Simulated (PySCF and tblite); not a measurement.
Results of a calculation; reference values are marked as such.
## Rotation: stationary points, barriers and rates

System: C5HFN2O2, numbered as in [N:1]#[C:2][C:3](=[O:4])/[C:5]([F:6])=[C:7](/[OH:8])[C:9]#[N:10].

Motion: rotation about the C3–C5 bond (torsion C2–C3–C5–F6 from 0° to 180°, rising). Geometries: GFN2-xTB; energies: PBE0/pcSseg-1 + D3(BJ); zero-point and thermal terms from GFN2-xTB harmonic modes (soft modes blended into free rotors). Rates follow Eyring's equation with the number of equivalent paths and no tunnelling. (PySCF 2.14 with density fitting, tblite 0.8.)

```tsv
point	symmetry	E(GFN2) kcal/mol	E(DFT) kcal/mol	ZPE change kcal/mol	lowest mode cm⁻¹	dipole D
start	Cs	0.0	0.0	0.00	46	4.45
saddle	C1	9.3	11.3	-0.34	70i	4.24
end	Cs	3.0	2.2	-0.05	27	4.80
```

* Electronic barrier: 11.3 kcal/mol
* Barrier with zero-point energy: 11.0 kcal/mol
* ΔH‡ (298 K): 10.7 kcal/mol
* ΔS‡ (298 K, symmetry apart): -2.1 cal/(mol K)
* Paths: 2 equivalent paths
* End point: a different minimum
* Mean lifetime of the start against this motion at 298 K: 15 µs
* Cost: 93 s on 1 thread of Intel Xeon Platinum 8375C @ 2.90GHz, shared host (rough), peak memory 0.94 GiB, launched as `OMP_NUM_THREADS=1 python ens_run.py task.json out`

```
T/K  ΔG‡ kcal/mol    k s⁻¹  ΔG kcal/mol  k back s⁻¹
150          11.1  0.00048          2.1        0.58
200          11.1      5.8          2.1        1160
250          11.2     1700          2.1     1.1×10⁵
298          11.3  6.8×10⁴          2.1     2.2×10⁶
350          11.4  1.2×10⁶          2.0     2.2×10⁷
400          11.5    9×10⁶          2.0     1.1×10⁸
500          11.7  1.6×10⁸          1.9     1.1×10⁹
```

ΔG and ΔG‡ leave out symmetry numbers and mirror images; rates count paths: 2 out, 2 back.
